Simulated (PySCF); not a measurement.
A geometry optimisation, step by step.

Compound: GeH2Me(OMe), C2H8GeO.
Bonds: Ge1–C4, Ge1–O8, O8–C9. Hydrogens: H2, H3 on Ge1; H5, H6, H7 on C4; H10, H11, H12 on C9.

Method: PySCF, PBE0-D3(BJ)/def2-SVP geometry optimisation, gas phase; density fitting, grid level 1; the optimiser is geomeTRIC in internal coordinates, started from a GFN2-xTB structure with every atom displaced at random (about 0.03 Å). The frame can shift and turn from step to step; on so coarse a grid that alone can change the energy by a few meV, and forces under 0.02 eV/Å are noise.

Step 0: E = -60747.1454 eV, largest atomic force 4.738 eV/Å
```
atom  x, y, z in Å  |  force x, y, z in eV/Å
Ge1     0.551    0.533    0.331   -2.231   2.945   0.270
H2      0.525    0.596    1.828    0.034  -0.001   0.891
H3      1.864    0.545   -0.195    2.806  -0.067  -0.965
C4     -0.513    2.023   -0.489   -3.122  -3.431   0.964
H5     -0.274    2.985   -0.226    1.143   2.811   0.824
H6     -1.655    1.917   -0.160    2.245  -0.037  -0.468
H7     -0.560    1.931   -1.562    0.273  -0.133  -0.809
O8     -0.290   -0.842   -0.225   -1.216  -2.394  -0.193
C9      0.049   -2.159    0.156   -0.450   0.117  -3.011
H10     1.054   -2.400   -0.234    0.079  -0.232   0.085
H11    -0.679   -2.853   -0.369    0.637   0.508   0.637
H12     0.043   -2.358    1.195   -0.200  -0.086   1.774
```

Step 1: E = -60747.8294 eV, largest atomic force 0.487 eV/Å
```
atom  x, y, z in Å  |  force x, y, z in eV/Å
Ge1     0.497    0.579    0.297    0.269   0.271   0.009
H2      0.475    0.625    1.849    0.065  -0.085  -0.093
H3      1.955    0.590   -0.250   -0.132  -0.091   0.149
C4     -0.547    2.012   -0.469   -0.477  -0.001  -0.102
H5     -0.243    3.023   -0.163    0.206  -0.086  -0.048
H6     -1.591    1.880   -0.149   -0.035  -0.032   0.067
H7     -0.553    1.926   -1.567    0.158   0.097   0.027
O8     -0.338   -0.886   -0.266   -0.035  -0.327  -0.067
C9      0.045   -2.180    0.118   -0.001   0.379  -0.077
H10     1.059   -2.452   -0.235    0.012   0.047   0.051
H11    -0.656   -2.899   -0.329   -0.074  -0.037   0.011
H12     0.012   -2.301    1.216    0.044  -0.135   0.072
```

Step 2: E = -60747.8522 eV, largest atomic force 0.171 eV/Å
```
atom  x, y, z in Å  |  force x, y, z in eV/Å
Ge1     0.479    0.578    0.287    0.117   0.080  -0.022
H2      0.472    0.596    1.835    0.024  -0.017  -0.014
H3      1.939    0.553   -0.241   -0.076  -0.014   0.062
C4     -0.564    2.019   -0.476   -0.166   0.002  -0.042
H5     -0.210    3.013   -0.163    0.066  -0.072  -0.023
H6     -1.609    1.906   -0.154    0.008   0.005   0.025
H7     -0.545    1.951   -1.574    0.063   0.042   0.027
O8     -0.357   -0.894   -0.269   -0.067  -0.105  -0.004
C9      0.050   -2.171    0.125    0.019   0.147  -0.044
H10     1.068   -2.420   -0.233    0.021  -0.017   0.023
H11    -0.642   -2.908   -0.312   -0.015  -0.034   0.010
H12     0.035   -2.305    1.224    0.007  -0.018   0.003
```

Step 3: E = -60747.8573 eV, largest atomic force 0.045 eV/Å
```
atom  x, y, z in Å  |  force x, y, z in eV/Å
Ge1     0.458    0.573    0.279    0.006  -0.038  -0.003
H2      0.463    0.578    1.826   -0.005   0.009   0.008
H3      1.916    0.529   -0.237    0.000   0.014  -0.003
C4     -0.573    2.024   -0.480    0.034  -0.004  -0.015
H5     -0.177    2.999   -0.160   -0.012  -0.005   0.006
H6     -1.619    1.935   -0.157   -0.006   0.021   0.004
H7     -0.537    1.969   -1.577   -0.008   0.004   0.000
O8     -0.380   -0.904   -0.272   -0.039   0.012  -0.015
C9      0.056   -2.166    0.126    0.023  -0.014   0.036
H10     1.078   -2.401   -0.233    0.001  -0.002  -0.007
H11    -0.625   -2.926   -0.293    0.008   0.002  -0.004
H12     0.056   -2.293    1.228   -0.003   0.000  -0.009
```

Step 4: E = -60747.8579 eV, largest atomic force 0.036 eV/Å
```
atom  x, y, z in Å  |  force x, y, z in eV/Å
Ge1     0.452    0.569    0.277   -0.009  -0.017  -0.002
H2      0.457    0.577    1.825   -0.007   0.006   0.001
H3      1.909    0.524   -0.238    0.007   0.006  -0.005
C4     -0.572    2.026   -0.482    0.026  -0.015  -0.003
H5     -0.169    2.997   -0.160   -0.005   0.004   0.007
H6     -1.620    1.947   -0.158    0.000   0.013  -0.001
H7     -0.536    1.973   -1.579   -0.009  -0.001  -0.002
O8     -0.388   -0.908   -0.270   -0.023   0.017   0.000
C9      0.058   -2.167    0.129    0.024  -0.024   0.014
H10     1.081   -2.395   -0.234   -0.001   0.000  -0.002
H11    -0.618   -2.932   -0.287    0.003   0.002  -0.003
H12     0.062   -2.294    1.230   -0.005   0.006  -0.005
```

Step 5: E = -60747.8583 eV, largest atomic force under 0.02 eV/Å
```
atom  x, y, z in Å  |  force x, y, z in eV/Å
Ge1     0.442    0.564    0.276   -0.004   0.002  -0.002
H2      0.446    0.579    1.823   -0.004   0.000  -0.001
H3      1.899    0.516   -0.240    0.005  -0.003  -0.001
C4     -0.570    2.028   -0.486    0.000  -0.004   0.001
H5     -0.155    2.994   -0.163    0.004   0.005   0.000
H6     -1.618    1.965   -0.160    0.000   0.000  -0.001
H7     -0.537    1.976   -1.583   -0.004  -0.002  -0.001
O8     -0.401   -0.914   -0.266    0.000   0.008   0.009
C9      0.062   -2.169    0.133    0.006  -0.013  -0.008
H10     1.084   -2.386   -0.235   -0.001   0.003   0.003
H11    -0.608   -2.942   -0.280    0.000   0.002   0.000
H12     0.072   -2.294    1.234   -0.002   0.002   0.001
```

Problem. Summarise the path.

Solution. The energy falls by 16.44 kcal/mol from step 0 to step 5; nine tenths of that is first reached at step 1. It falls at every step. The largest force goes from 4.738 to under 0.02 eV/Å. Among the bonds Ge1–H3 changes most, from 1.414 to 1.547 Å; the atoms move by 0.092 Å rms after alignment.

The cost below is that of the whole optimisation. The run took 74 s of wall time on an Intel Xeon at 2.50 GHz with one thread (shared host), and the process peaked at 0.45 GiB of memory.
